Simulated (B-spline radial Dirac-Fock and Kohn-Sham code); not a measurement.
# Kohn-Sham estimates against Dirac-Fock for the levels of Ho⁷⁺

System: holmium as Ho⁷⁺, 1s2 2s2 2p6 3s2 3p6 3d10 4s2 4p6 4d10 4f9 5s2 5p3.

The density-functional columns are spherical, spin-unpolarised Dirac-Kohn-Sham results without Breit or QED terms: −ε is minus the orbital energy of the initial state and ΔSCF the difference of two total energies. The reference in the last column comes from Dirac-Fock ΔSCF + Breit + QED. All numbers are from a radial B-spline solver, in eV; a selection of levels is shown. The Kohn-Sham columns are given as differences from the reference. For the 1s level of heavy atoms much of the gap between ΔSCF and the reference is the Breit and QED part, -250.9 eV here; for other levels the error of the functional can be larger.

```
level  PBE −ε − DF  PBE ΔSCF − DF  LDA −ε − DF  LDA ΔSCF − DF  Dirac-Fock
   1s       -200.8         +290.0       -251.0         +238.3     55735.3
   2s       -144.7          -53.1       -151.6          -59.7      9520.9
2p1/2       -107.7           +8.3       -110.6           +5.5      9038.0
2p3/2       -117.7          -14.4       -119.6          -16.2      8191.0
   3s        -75.8          -46.2        -77.7          -48.0      2255.9
3p1/2        -61.1          -29.7        -61.7          -30.3      2045.9
3p3/2        -60.6          -31.3        -61.0          -31.6      1866.4
3d3/2        -40.8           -6.6        -40.5           -6.3      1511.4
3d5/2        -41.6           -8.2        -41.3           -7.9      1473.1
   4s        -38.9          -23.7        -39.7          -24.5       557.1
4p3/2        -31.8          -17.1        -32.2          -17.6       431.8
4d3/2        -19.9           -5.6        -19.8           -5.6       291.7
4d5/2        -19.9           -5.8        -19.9           -5.8       284.4
   4f         -9.5           +3.3         -9.0           +3.8       118.1
   5s         -7.4           +1.7         -6.9           +2.2       154.0
   5p         -6.5           +1.8         -6.0           +2.4       124.4
```

Values without a named source are computed, but for edge energies of neutral atoms, which are taken from tables.
